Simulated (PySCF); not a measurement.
C3H2O, SMILES C#CC=O. Coordinates come from a PBE-D3(BJ)/def2-SVP optimisation.

Calculation: PBE-D3(BJ)/def2-SVP run with PySCF.

Harmonic wavenumbers (cm⁻¹): 199, 271, 617, 654, 715, 941, 970, 1355, 1733, 2134, 2825, 3395. Rotational constants (GHz): 66.69, 4.737, 4.423; symmetry number 1.

Task: Work out the zero-point energy and the ideal-gas rigid-rotor harmonic-oscillator thermochemistry at 298.15 K and 1 atm.

Result: ZPE = ½ Σ hcν = ½ × 15809 cm⁻¹ = 22.60 kcal/mol. H − E(el) = 25.92 kcal/mol. Entropy in cal/(mol K): translation 37.88, rotation 22.96, vibration 5.06, total 65.91. G − E(el) = 6.27 kcal/mol. Cp = 15.26 cal/(mol K).
